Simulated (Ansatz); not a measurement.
Ansatz (a program for electronic structure) input for SbF4, SMILES [F][Sb]([F])([F])[F], multiplicity 2, PBE0-D3(BJ)/def2-SVP. 

Ansatz 0.2 input:
```yaml
crystal:
  periodic: [false, false, false]
  atoms:
    - {symbol: Sb, position_ang: [0.00000000, 0.00000000, -0.30426768]}
    - {symbol: F, position_ang: [1.38502603, -0.00000001, 1.02237948]}
    - {symbol: F, position_ang: [-1.38502604, -0.00000000, 1.02237947]}
    - {symbol: F, position_ang: [-0.00000000, -2.10520423, -0.16028771]}
    - {symbol: F, position_ang: [0.00000000, 2.10520423, -0.16028770]}
basis:
  gaussian:
    orbitals: def2-SVP
hamiltonian:
  xc: pbe0
  dispersion: d3bj
magnetization: {spin_polarized: true, initial_magnetization: 1}
relax: {f_tol: 0.002, max_steps: 200}
```

Program output:

```
WARN ansatz: RAYON_NUM_THREADS=1 ignored (pool sized by the plan → 1); use --threads N
Functional definition: PBE0
integrals: 0.03 GiB planned
914 factors; integrals over basis functions are off by at most 1.9e-4 eV
mean field: 0.55 GiB planned
mean field evaluation 1: about -17377.5112 eV, gradient 4.6e1 eV
mean field evaluation 2: about -17351.8861 eV, gradient 9.7e1 eV
mean field evaluation 4: about -17385.4339 eV, gradient 9.2e0 eV
mean field evaluation 8: about -17385.7737 eV, gradient 7.2e-2 eV
mean field evaluation 16: about -17385.7738 eV, gradient 4.8e-4 eV
mean field -17385.77377470 eV, -638.9154017197 hartree, gradient 3.6e-5 eV, S^2 0.764966; 0 other end points of the search recorded, 0 dependent functions left out
the calculation of the forces begins
reference -17385.77379422 eV, -638.9154024369 hartree; 30, 29 occupied and 52, 53 virtual orbitals, 914 factors
relax step   1: F+E_penalty+E_count = -17385.84108890 eV  Δ(F+E_penalty+E_count) = +0.000e0 eV  max|allowed force component| = 2.783e0 eV/Å  Δτ_max = 0.0000 Å  (38 SCF iters, accepted)
these checks for a lower state are left out or cut short: starts, cluster_reference, orbital_swaps, neighbouring_geometries, increment
integrals: 0.03 GiB planned
914 factors; integrals over basis functions are off by at most 1.5e-4 eV
mean field: 0.55 GiB planned
mean field -17386.46493094 eV, -638.9408012427 hartree, gradient 9.7e-6 eV, S^2 0.756906; 0 other end points of the search recorded, 0 dependent functions left out
the calculation of the forces begins
reference -17386.46495094 eV, -638.9408019779 hartree; 30, 29 occupied and 52, 53 virtual orbitals, 914 factors
relax step   2: F+E_penalty+E_count = -17386.53204790 eV  Δ(F+E_penalty+E_count) = -6.910e-1 eV  max|allowed force component| = 6.614e-1 eV/Å  Δτ_max = 0.1962 Å  (39 SCF iters, accepted)
these checks for a lower state are left out or cut short: starts, cluster_reference, orbital_swaps, neighbouring_geometries, increment
integrals: 0.03 GiB planned
914 factors; integrals over basis functions are off by at most 1.4e-4 eV
mean field: 0.55 GiB planned
mean field evaluation 32: about -17386.3997 eV, gradient 3.1e0 eV
mean field -17386.49870962 eV, -638.9420425863 hartree, gradient 8.4e-6 eV, S^2 0.755717; 0 other end points of the search recorded, 0 dependent functions left out
the calculation of the forces begins
reference -17386.49872993 eV, -638.9420433327 hartree; 30, 29 occupied and 52, 53 virtual orbitals, 914 factors
relax step   3: F+E_penalty+E_count = -17386.56611517 eV  Δ(F+E_penalty+E_count) = -3.407e-2 eV  max|allowed force component| = 2.186e-1 eV/Å  Δτ_max = 0.0613 Å  (37 SCF iters, accepted)
these checks for a lower state are left out or cut short: starts, cluster_reference, orbital_swaps, neighbouring_geometries, increment
integrals: 0.03 GiB planned
914 factors; integrals over basis functions are off by at most 1.4e-4 eV
mean field: 0.55 GiB planned
mean field -17386.50532680 eV, -638.9422857635 hartree, gradient 9.2e-6 eV, S^2 0.755907; 0 other end points of the search recorded, 0 dependent functions left out
the calculation of the forces begins
reference -17386.50534704 eV, -638.9422865070 hartree; 30, 29 occupied and 52, 53 virtual orbitals, 914 factors
relax step   4: F+E_penalty+E_count = -17386.57264906 eV  Δ(F+E_penalty+E_count) = -6.534e-3 eV  max|allowed force component| = 6.271e-2 eV/Å  Δτ_max = 0.0323 Å  (36 SCF iters, accepted)
these checks for a lower state are left out or cut short: starts, cluster_reference, orbital_swaps, neighbouring_geometries, increment
integrals: 0.03 GiB planned
914 factors; integrals over basis functions are off by at most 1.4e-4 eV
mean field: 0.55 GiB planned
mean field -17386.50628406 eV, -638.9423209421 hartree, gradient 2.6e-5 eV, S^2 0.756021; 0 other end points of the search recorded, 0 dependent functions left out
the calculation of the forces begins
reference -17386.50630426 eV, -638.9423216845 hartree; 30, 29 occupied and 52, 53 virtual orbitals, 914 factors
relax step   5: F+E_penalty+E_count = -17386.57351936 eV  Δ(F+E_penalty+E_count) = -8.703e-4 eV  max|allowed force component| = 4.584e-2 eV/Å  Δτ_max = 0.0183 Å  (36 SCF iters, accepted)
these checks for a lower state are left out or cut short: starts, cluster_reference, orbital_swaps, neighbouring_geometries, increment
integrals: 0.03 GiB planned
914 factors; integrals over basis functions are off by at most 1.4e-4 eV
mean field: 0.55 GiB planned
mean field -17386.50633873 eV, -638.9423229511 hartree, gradient 2.0e-5 eV, S^2 0.755995; 0 other end points of the search recorded, 0 dependent functions left out
the calculation of the forces begins
reference -17386.50635895 eV, -638.9423236939 hartree; 30, 29 occupied and 52, 53 virtual orbitals, 914 factors
relax step   6: F+E_penalty+E_count = -17386.57358869 eV  Δ(F+E_penalty+E_count) = -6.932e-5 eV  max|allowed force component| = 2.322e-3 eV/Å  Δτ_max = 0.0020 Å  (27 SCF iters, accepted)
these checks for a lower state are left out or cut short: starts, cluster_reference, orbital_swaps, neighbouring_geometries, increment
integrals: 0.03 GiB planned
914 factors; integrals over basis functions are off by at most 1.4e-4 eV
mean field: 0.55 GiB planned
mean field evaluation 64: about -17386.5063 eV, gradient 1.1e-2 eV
mean field -17386.50633980 eV, -638.9423229903 hartree, gradient 1.7e-5 eV, S^2 0.755994; 0 other end points of the search recorded, 0 dependent functions left out
the calculation of the forces begins
reference -17386.50636001 eV, -638.9423237331 hartree; 30, 29 occupied and 52, 53 virtual orbitals, 914 factors
relax step   7: F+E_penalty+E_count = -17386.57358918 eV  Δ(F+E_penalty+E_count) = -4.920e-7 eV  max|allowed force component| = 2.841e-4 eV/Å  Δτ_max = 0.0003 Å  (23 SCF iters, accepted)
integrals: 0.03 GiB planned
914 factors; integrals over basis functions are off by at most 1.4e-4 eV
mean field: 0.55 GiB planned
mean field -17386.50633980 eV, -638.9423229903 hartree, gradient 1.7e-5 eV, S^2 0.755994; 1 other end points of the search recorded, 0 dependent functions left out
the calculation of the forces begins
reference -17386.50636001 eV, -638.9423237331 hartree; 30, 29 occupied and 52, 53 virtual orbitals, 914 factors
Total energy: -17386.57360939 eV, -638.9447951022 hartree
Atom 0 at     0.000000    -0.000000    -0.087100 Å, force     0.000000    -0.000000    -0.000012 eV/Å
Atom 1 at     1.444901    -0.000000     1.145611 Å, force     0.000155    -0.000000     0.000045 eV/Å
Atom 2 at    -1.444901     0.000000     1.145611 Å, force    -0.000155     0.000000     0.000045 eV/Å
Atom 3 at     0.000000    -1.932846    -0.392103 Å, force     0.000000     0.000284    -0.000039 eV/Å
Atom 4 at    -0.000000     1.932846    -0.392103 Å, force    -0.000000    -0.000284    -0.000039 eV/Å
Dipole moment:     0.000000     0.000000    -0.489356 e Å
```

The run converged.
